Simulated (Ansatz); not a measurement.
Ansatz results at the PBE0-D4/def2-TZVP geometry: size of the dipole moment (ωB97M-V/def2-TZVPP) 3.43 D; HOMO–LUMO gap (PBE0/def2-TZVPP) 6.99 eV; size of the dipole moment (PBE/def2-TZVPP) 3.49 D.

Each molecule was computed in one conformer, which needn't be the lowest.

(1) Which molecule gave them?
A. `[CH3][Ta](=[S])([Cl])[Cl]`
B. `[O]=[Ta]([OH])([OH])[OH]`
C. `C[O][Ta](=[NH])([O]C)[O]C`
D. `C[O][Ta]([F])([Cl])([Cl])[O]C`

Results:

(1) D. The others give `[CH3][Ta](=[S])([Cl])[Cl]`: 2.21, 5.38, 2.12; `[O]=[Ta]([OH])([OH])[OH]`: 6.76, 7.94, 6.40; `C[O][Ta](=[NH])([O]C)[O]C`: 0.70, 7.71, 0.69.
